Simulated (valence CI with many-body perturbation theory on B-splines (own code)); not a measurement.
# Cd16+: E2, M1, M2 decay

Method: configuration interaction combined with many-body perturbation theory (CI+MBPT): four valence electrons over a frozen Dirac-Fock core [Ar] 3d10, a basis of 11 s, 11 p, 10 d, 8 f, 5 g, 2 h functions for each j, with the one-electron correlation potential Σ1, the two-electron term Σ2, the three-electron term Σ3, Breit, model QED; selected CI, second order for the rest, scaled by the run's own slope (own B-spline code, finite nucleus).

No measured spectrum was set against this ion. As an estimate, levels hold to about 250 cm⁻¹ or 0.2 % of their energy and the worst to 1 %, as in measured heavy ions of charge 2 to 7; those with d or f electrons hold less well. Among the levels kept, up to 480 cm⁻¹ of a level comes from second order outside the variational space, and about a tenth of that is noise between levels of different J, which matters for small intervals.

Lines 1 to 14 of 14 in falling wavelength, among levels below 1532700 cm⁻¹, chosen from the decays that carry over 1 % of a level's rate. Wavelengths and rates use the calculated energies, so an error of 1000 cm⁻¹ moves a line at 159.0 nm by 1.6 % and its rate by three times that or more. Electric multipoles are in the length gauge with retardation, E1 and E2 with the static RPA response of the core. M1 uses the relativistic operator with retardation. Weak lines are less certain than strong ones. Lines between different terms over intervals too small for the method are left out, as are lines whose strength nearly cancels. Branching is blank where the lifetime is uncertain.

Names give the largest LS component (configuration and term), which can be under half, so a name can repeat, a term be missing and a line seem to break the LS rules; names also repeat where a configuration has a term twice.

| λ vac (nm) | Upper | Lower | Type | A (s⁻¹) | Branch % |
| --- | --- | --- | --- | --- | --- |
| 669.7 | 4s2 4p2 3P_2 | 4s2 4p2 3P_1 | M1 | 2.40e+01 | 74.1 |
| 222.4 | 4s2 4p 4d 3F°_4 | 4s2 4p 4d 3F°_3 | M1 | 1.67e+03 |  |
| 197.6 | 4s2 4p2 3P_1 | 4s2 4p2 3P_0 | M1 | 1.94e+03 | 100.0 |
| 159.0 | 4s2 4p2 1D_2 | 4s2 4p2 3P_2 | M1 | 2.51e+03 | 45.5 |
| 152.6 | 4s2 4p2 3P_2 | 4s2 4p2 3P_0 | E2 | 8.35e+00 | 25.9 |
| 128.5 | 4s2 4p2 1D_2 | 4s2 4p2 3P_1 | M1 | 2.98e+03 | 54.0 |
| 98.07 | 4s2 4p2 1S_0 | 4s2 4p2 3P_2 | E2 | 2.15e+02 | 1.5 |
| 85.55 | 4s2 4p2 1S_0 | 4s2 4p2 3P_1 | M1 | 1.46e+04 | 98.5 |
| 54.55 | 4s2 4p 4d 3F°_4 | 4s 4p3 3P°_2 | E2 | 7.24e+01 |  |
| 43.33 | 4s2 4p 4d 3F°_4 | 4s 4p3 3D°_3 | M1 | 1.28e+02 |  |
| 40.01 | 4s2 4p 4d 3F°_4 | 4s 4p3 3D°_2 | E2 | 1.89e+02 |  |
| 31.11 | 4s2 4p 4d 3F°_4 | 4s 4p3 5S°_2 | E2 | 3.01e+02 |  |
| 18.95 | 4s2 4p 4d 3F°_4 | 4s2 4p2 1D_2 | M2 | 2.34e+02 |  |
| 16.93 | 4s2 4p 4d 3F°_4 | 4s2 4p2 3P_2 | M2 | 4.32e+01 |  |
